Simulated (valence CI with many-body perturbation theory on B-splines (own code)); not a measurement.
**Sb⁺: calculated level list**

Computed by valence CI with perturbative core correlation (CI+MBPT): four valence electrons over a frozen Dirac-Fock core [Kr] 4d10, a basis of 11 s, 11 p, 10 d, 8 f, 5 g, 2 h functions for each j, with the one-electron correlation potential Σ1 (screened to all orders), the two-electron term Σ2, the three-electron term Σ3, Breit, model QED; selected single and double excitations, second order for the rest, scaled by the run's own slope (own B-spline code, finite nucleus).

Set against measurement, 27 paired levels are off by 129 cm⁻¹ on average, the worst by 345. These come from a selection out of the NIST Handbook of Basic Atomic Spectroscopic Data. Levels without a partner in it may be off by more. Among the levels kept, up to 800 cm⁻¹ of a level comes from second order outside the variational space, and about a tenth of that is noise between levels of different J, which matters for small intervals.

Levels 46 to 90 of 153, with energies above the lowest level, (5s^2 5p1/2^2) J=0. "Leading %" is the weight of the configuration and term that name the level; weights of strongly mixed levels are sums over their largest components and can fall short. In the jj column 3d3/2^4 stands for four electrons in 3d with j = 3/2.

```
No.  Configuration  Term  J  E (eV)  Leading %      g               Leading jj
 46        5s²5p6d   ³F°  3  13.078         56  1.118  5s^2 5p1/2 6d5/2 (88 %)
 47        4f5s²5p    ³F  3  13.085         39  1.149  4f7/2 5s^2 5p1/2 (89 %)
 48        4f5s²5p    ³G  4  13.091         38  1.103  4f7/2 5s^2 5p1/2 (92 %)
 49        4f5s²5p    ³F  2  13.100         55  0.833  4f5/2 5s^2 5p1/2 (91 %)
 50        5s²5p6d   ³P°  2  13.127         42  1.296  5s^2 5p1/2 6d5/2 (78 %)
 51        5s²5p7p    ³D  1  13.202         65  0.677  5s^2 5p1/2 7p1/2 (92 %)
 52        5s²5p7p    ³P  1  13.304         47  1.440  5s^2 5p1/2 7p3/2 (92 %)
 53        5s²5p7p    ³D  2  13.321         52  1.179  5s^2 5p1/2 7p3/2 (92 %)
 54          5s5p³   ¹P°  1  13.324         37  1.004        5s 5p3/2^3 (24 %)
 55        5s²5p7s   ³P°  2  13.325         88  1.486     5s^2 5p3/2 7s (88 %)
 56        5s²5p7p    ³P  0  13.333         73         5s^2 5p1/2 7p1/2 (90 %)
 57        5s²5p7s   ¹P°  1  13.378         47  1.035     5s^2 5p3/2 7s (68 %)
 58        5s²5p6d   ³F°  4  13.733         91  1.250  5s^2 5p3/2 6d5/2 (91 %)
 59        4f5s²5p    ¹F  3  13.807         40  0.943  4f5/2 5s^2 5p3/2 (77 %)
 60        5s²5p6d   ³D°  3  13.823         53  1.220  5s^2 5p3/2 6d3/2 (58 %)
 61        4f5s²5p    ³F  4  13.823         60  1.178  4f7/2 5s^2 5p3/2 (78 %)
 62        5s²5p6d   ¹D°  2  13.838         39  1.012  5s^2 5p3/2 6d3/2 (79 %)
 63        4f5s²5p    ³D  3  13.886         52  1.218  4f7/2 5s^2 5p3/2 (74 %)
 64        4f5s²5p    ³G  5  13.899         92  1.200  4f7/2 5s^2 5p3/2 (92 %)
 65        4f5s²5p    ³F  2  13.903         37  0.918  4f5/2 5s^2 5p3/2 (85 %)
 66        5s²5p6d   ³P°  1  13.923         72  1.294  5s^2 5p3/2 6d3/2 (79 %)
 67        5s²5p6d   ³P°  0  13.923         91         5s^2 5p3/2 6d3/2 (91 %)
 68        5s²5p6d   ³P°  2  13.932         48  1.302  5s^2 5p3/2 6d5/2 (78 %)
 69        4f5s²5p    ¹G  4  13.953         62  1.019  4f5/2 5s^2 5p3/2 (79 %)
 70        4f5s²5p    ³D  1  13.995         58  0.724  4f5/2 5s^2 5p3/2 (58 %)
 71        5s²5p6d   ¹F°  3  14.005         64  1.082  5s^2 5p3/2 6d5/2 (60 %)
 72        4f5s²5p    ¹D  2  14.017         42  1.101  4f7/2 5s^2 5p3/2 (81 %)
 73        4f5s²5p    ³D  1  14.027         35  0.842  4f5/2 5s^2 5p3/2 (35 %)
 74        5s²5p7p    ³P  2  14.069         44  1.306  5s^2 5p3/2 7p1/2 (68 %)
 75        5s²5p7p    ³D  3  14.075         88  1.331  5s^2 5p3/2 7p3/2 (88 %)
 76        5s²5p8s   ³P°  1  14.111         48  1.238     5s^2 5p1/2 8s (72 %)
 77        5s²5p8s   ³P°  0  14.118         93            5s^2 5p1/2 8s (93 %)
 78        5s²5p7p    ³S  1  14.126         67  1.817  5s^2 5p3/2 7p3/2 (50 %)
 79        5s²5p7p    ¹D  2  14.159         58  1.163  5s^2 5p3/2 7p3/2 (76 %)
 80        5s²5p6d   ¹P°  1  14.189         39  1.050  5s^2 5p3/2 6d5/2 (43 %)
 81        5s²5p7p    ¹S  0  14.279         66         5s^2 5p3/2 7p3/2 (81 %)
 82        5s²5p7d   ³F°  2  14.319         72  0.749  5s^2 5p1/2 7d3/2 (90 %)
 83        5s²5p5f    ³G  3  14.358         66  0.829  5s^2 5p1/2 5f5/2 (91 %)
 84        5s²5p7d   ³P°  2  14.377         44  1.292  5s^2 5p1/2 7d5/2 (92 %)
 85        5s²5p5f    ³G  4  14.380         39  1.092  5s^2 5p1/2 5f7/2 (92 %)
 86        5s²5p5f    ³D  3  14.387         44  1.188  5s^2 5p1/2 5f7/2 (89 %)
 87        5s²5p7d   ³F°  3  14.391         46  1.115  5s^2 5p1/2 7d5/2 (88 %)
 88        5s²5p5f    ³F  2  14.398         46  0.863  5s^2 5p1/2 5f5/2 (90 %)
 89        5s²5p5g   ³H°  5  14.431         37  1.070  5s^2 5p1/2 5g9/2 (94 %)
 90        5s²5p5g   ³H°  4  14.433         67  0.863  5s^2 5p1/2 5g7/2 (93 %)
```

Where two levels of one J and parity lie close, their mixing, g and order are uncertain.
